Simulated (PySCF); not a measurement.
This PySCF input asks for the NMR shieldings of `CCP(C)n1cccc1`, C7H12NP; the geometry comes from GFN2-xTB.

```python
import basis_set_exchange as bse
import numpy as np
from pyscf import gto, dft
from pyscf.prop import nmr

atoms = """
C    -2.019538    1.492118    0.372994
C    -1.846603   -0.001101    0.616917
P    -0.837684   -0.791463   -0.741016
C    -0.583279   -2.440258    0.067163
N     0.694281   -0.069102   -0.401036
C     1.413013    0.593212   -1.361958
C     2.552956    1.088843   -0.805433
C     2.538629    0.717894    0.558126
C     1.391912    0.014027    0.774463
H    -2.501367    1.668157   -0.586969
H    -2.629548    1.941793    1.154468
H    -1.051468    1.990369    0.365002
H    -1.372350   -0.179569    1.585854
H    -2.820124   -0.499337    0.618459
H    -0.264758   -2.343495    1.103567
H     0.167391   -2.995671   -0.492623
H    -1.521598   -2.990566    0.028865
H     1.043818    0.650888   -2.368095
H     3.317073    1.652793   -1.303598
H     3.291227    0.946928    1.287824
H     1.029099   -0.429517    1.681256
"""
names = dict.fromkeys(["C", "P", "N", "H"], "pcSseg-1")
basis = {el: gto.basis.parse(bse.get_basis(n, elements=[el], fmt="nwchem")) for el, n in names.items()}
mol = gto.M(atom=atoms, basis=basis, charge=0, verbose=0)
mf = dft.RKS(mol, xc="PBE0")
mf.grids.level = 2
mf.grids.alignment = dft.numint.BLKSIZE   # the property module wants whole blocks of grid points
mf.conv_tol = 1e-9
mf.kernel()

calc = nmr.RKS(mf)   # GIAO
C = mf.mo_coeff
Co = C[:, mf.mo_occ > 0]
resp = mf.gen_response(singlet=True, hermi=2)
def vind(x):   # induced exchange potential for any number of trial vectors
    d = np.einsum("pi,xij,qj->xpq", C, 2 * x.reshape(-1, C.shape[1], Co.shape[1]), Co, optimize=True)
    return np.einsum("xpq,pi,qj->xij", resp(d - d.transpose(0, 2, 1)), C, Co, optimize=True).ravel()
mo1, _ = nmr.rhf.solve_mo1(calc, with_cphf=vind)
sigma = calc.kernel(mo1)
for i, s in enumerate(sigma):   # ppm
    print("%2d %-2s %9.2f" % (i, mol.atom_pure_symbol(i), np.trace(s) / 3))
```

Q: What does it print?

A: 
```
 0 C     175.73
 1 C     152.62
 2 P     300.67
 3 C     166.42
 4 N      86.18
 5 C      54.50
 6 C      72.35
 7 C      67.22
 8 C      66.67
 9 H      30.75
10 H      30.50
11 H      31.12
12 H      29.76
13 H      30.22
14 H      29.90
15 H      30.16
16 H      30.62
17 H      24.83
18 H      25.35
19 H      25.02
20 H      24.82
```

These numbers come from an equivalent density-fitted implementation of the same equations, which agrees with the script to about 0.01 ppm for H and up to a few tenths of a ppm for heavy atoms, so last digits may differ.

Size and cost of the density-fitted run: 220 basis functions, about 70 core-seconds.
